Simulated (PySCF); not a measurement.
PySCF job for F₂W, SMILES [F][W][F] (connectivity only; charge and spin as stated), neutral, multiplicity 5, PBE-D3(BJ)/def2-TZVP. Geometry optimised at PBE-D3(BJ)/def2-TZVP. The multiplicity is an assumed one; other spin states were not compared. The def2 effective core potentials stand for the cores of W; spin–orbit coupling is left out.

```python
import numpy as np
from pyscf import gto, scf, dft, df
from pyscf.hessian import thermo

mol = gto.M(
    atom='''
    W     0.00000000    0.00000000    0.12754671
    F     0.00000000    1.77712297   -0.52435869
    F     0.00000000   -1.77712297   -0.52435869
    ''',
    basis='def2-TZVP',
    ecp={'W': 'def2-tzvp'},
    charge=0,
    spin=4,
    max_memory=1600,
    verbose=3,
)
mf = dft.UKS(mol, xc='pbe').density_fit(auxbasis='def2-universal-jkfit')
mf.disp = 'd3bj'
mf.grids.level = 3
mf.conv_tol = 1e-11
mf.max_cycle = 100
mf.kernel()
fine, coarse = mf.grids, dft.Grids(mol).set(level=1).build(with_non0tab=True)
for _ in range(3):  # follow internal instabilities
    mf.grids = coarse
    mo, _, stable, _ = mf.stability(return_status=True, nroots=4)
    mf.grids = fine
    if stable:
        break
    mf.kernel(mf.make_rdm1(mo, mf.mo_occ))

# [left out here: the lines that compute and print the analytic Hessian (its translational invariance restored by hand, since the grid's response is missing), thermochemistry and intensities]
```

Program output:

```

WARN: HOMO -0.258945537501917 >= LUMO -0.315136377713863


WARN: HOMO -0.0955479829166031 >= LUMO -0.163775811575465

converged SCF energy = -266.731211484248  <S^2> = 6.0084353  2S+1 = 5.003373
<class 'pyscf.df.df_jk.DFUKS'> wavefunction is stable in the internal stability analysis

WARN: DFTD3 does not support analytical Hessian, using finite difference


WARN: Mole.unit (angstrom) is changed to Bohr

Mode                                 0                   1                   2
Irrep
Freq [cm^-1]                      119.6923            633.2428            649.1937
Reduced mass [au]                  21.7847             22.0443             19.4991
Force const [Dyne/A]                0.1839              5.2082              4.8419
Char temp [K]                     172.2106            911.0955            934.0452
Normal mode                   x     y     z       x     y     z       x     y     z
       0   W                -0.00  0.00  0.03   -0.00 -0.03  0.00    0.00 -0.00 -0.01
       1   F                 0.00 -0.07 -0.13    0.00  0.14 -0.05    0.00 -0.15  0.06
       2   F                 0.00  0.07 -0.13    0.00  0.14  0.05   -0.00  0.15  0.06
temperature 298.1500 [K]
pressure 101325.00 [Pa]
Rotational constants [GHz] 37.76544 4.21148 3.78895
Symmetry number 2
Zero-point energy (ZPE) 0.00319 [Eh]   8386.593 [J/mol]
                           tot       elec      trans        rot        vib
Entropy [J/mol/K]       299.493     13.382    176.117     93.787     16.207
Cv [J/mol/K]             40.945      0.000     12.472     12.472     16.002
Cp [J/mol/K]             49.260      0.000     20.786     12.472     16.002
Internal energy [J/mol]                      3718.434   3718.434  10946.462
Internal energy [Eh]   -266.72421  -266.73121
Enthalpy [J/mol]                             6197.391   3718.434  10946.462
Enthalpy [Eh]          -266.72327
Gibbs free energy [J/mol]                  -46311.943 -24244.268   6114.338
Gibbs free energy [Eh] -266.75728
mode   freq/cm-1   IR/(km/mol)
   1      119.69         2.594
   2      633.24       173.369
   3      649.19        23.845
max |gradient| / (hartree/bohr): 0.0001360744639467053
APT charges: [ 1.1144 -0.5572 -0.5572]
```

Self-consistency was reached.
